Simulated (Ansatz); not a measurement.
`[CH3][SnH]([OH])[F]` + `OB(O)[SiH2]F` → `[OH][SnH]([F])[F]` + `C[SiH2]B(O)O`  (redistribution)

Gas-phase electronic energies from Ansatz, PBE0-D4/def2-TZVP geometries. CCSD(T)/CBS adds triple-zeta CCSD(T) − MP2 to the extrapolated MP2 energy (def2 sets, frozen cores). Functionals use def2-TZVPP. def2 core potentials past Kr. For Sn outer-core shells are correlated without core-valence functions, which leaves a few kJ/mol of doubt a bond. Each species was taken in one conformer, which may not be the lowest.

Problem. Is it downhill or uphill in electronic energy at CCSD(T)/CBS, and by how much? (Estimate.)

Solution. The calculation gave: Uphill: ΔE = +70.4 kJ/mol.

Problem. What do these levels give: PBE-D4, r2SCAN-D4, ωB97X-V, ωB97M-V, MP2/def2-TZVPP, SCS-MP2/def2-QZVPP? (An estimate is asked.)

Solution. Ansatz gave: PBE-D4 55.9, r2SCAN-D4 59.7, ωB97X-V 63.3, ωB97M-V 66.0, MP2/def2-TZVPP 75.6, SCS-MP2/def2-QZVPP 73.7 kJ/mol.

Largest T1 diagnostic among the species: 0.015.

From PBE to PBE0 (25 % exact exchange), in def2-TZVPP and without D4, ΔE moves by +6.2 kJ/mol. In def2-TZVPP, CCSD(T) changes the Hartree–Fock value by −7.1 kJ/mol (the triples alone add −2.9 kJ/mol) and MP2 by −3.7 kJ/mol.
